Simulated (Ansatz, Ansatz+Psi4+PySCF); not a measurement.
```xyz
2

Fe    0.0000    0.0000    0.0000
H     0.4960   -0.6865    1.3692
```

Basis set: cc-pVTZ (spherical functions). Charge 0, multiplicity 4.

Computed with Ansatz (development build ahead of 0.2.0); each method stands on the lowest determinant of its kind that the runs found.

Give the atomization energy at this shape (free ground-state atoms in the same class of orbitals less the molecule, no zero-point energy) of quartet FeH by UHF, ROHF.

| method | atomization energy |
| --- | --- |
| UHF | 24.91 kcal/mol |
| ROHF | -15.07 kcal/mol |

Caution: another spin multiplicity may lie lower. Caution for UHF: the unrestricted determinant is a mixture of spin states. Caution for ROHF: an unrestricted determinant lies well below.
